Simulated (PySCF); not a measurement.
C2H9GeN: core ionisation energies

Ge(NMe2)H3, C₂H₉GeN.
Cartesian coordinates in Å at the PBE0-D3(BJ)/def2-SVP level; atoms count from 1:
```
atom  x, y, z in Å
Ge1   -0.0258   -0.0514   -1.6949
N2     0.1425    0.2426    0.1099
C3     1.0818   -0.5464    0.8621
C4    -1.0192    0.6388    0.8615
H5     1.4176    0.0057    1.7601
H6     1.9790   -0.7638    0.2616
H7     0.6716   -1.5178    1.2151
H8    -1.6688    1.2938    0.2601
H9    -1.6386   -0.2148    1.2138
H10   -0.7204    1.2110    1.7597
H11    1.3997   -0.1301   -2.2690
H12   -0.8081    1.1421   -2.2712
H13   -0.7808   -1.3619   -2.0466
```

Method used: delta-SCF UKS SCAN, pcX-2 on the ionised atom, pcseg-1 elsewhere, spin-free X2C in PySCF 2.14.0. Each binding energy is the total energy of the core-ionised species, with the hole localised on one atom, minus that of the ground state; both are solved self-consistently, so orbital relaxation is included.

**Question.** What binding energy does each computed site have?

**Answer.** 
| atom(s) | bonded to | level | binding energy (eV) | count |
| --- | --- | --- | --- | --- |
| N2 | 2 C and Ge | N 1s | 404.11 | 1 |
| C3/C4 | N and 3 H | C 1s | 291.37 | 2 |

**Question.** Which effective nuclear charge Zeff reproduces each element's mean 1s value in the hydrogen-like formula E = 13.606 eV × Zeff²?

**Answer.** C (Z = 6): mean 291.4 eV, Zeff = 4.63, Z − Zeff = 1.37; N (Z = 7): mean 404.1 eV, Zeff = 5.45, Z − Zeff = 1.55. Means run over the listed sites, weighted by atom count.

**Question.** Which photon wavelength matches the C 1s of C3/C4 threshold?

**Answer.** λ = hc/E = 12398.42 eV Å / 291.37 eV = 42.552 Å.

The first atom of each set that the bonding makes equivalent was ionised and stands for the set. No level of germanium is listed. Isolated species at its PBE0-D3(BJ)/def2-SVP geometry, gas phase.

Time: 34 s of wall time; peak memory 0.57 GiB. Hardware: an Intel Xeon at 2.50 GHz with one thread, shared host with 64 logical CPUs at a one-minute load of 59.
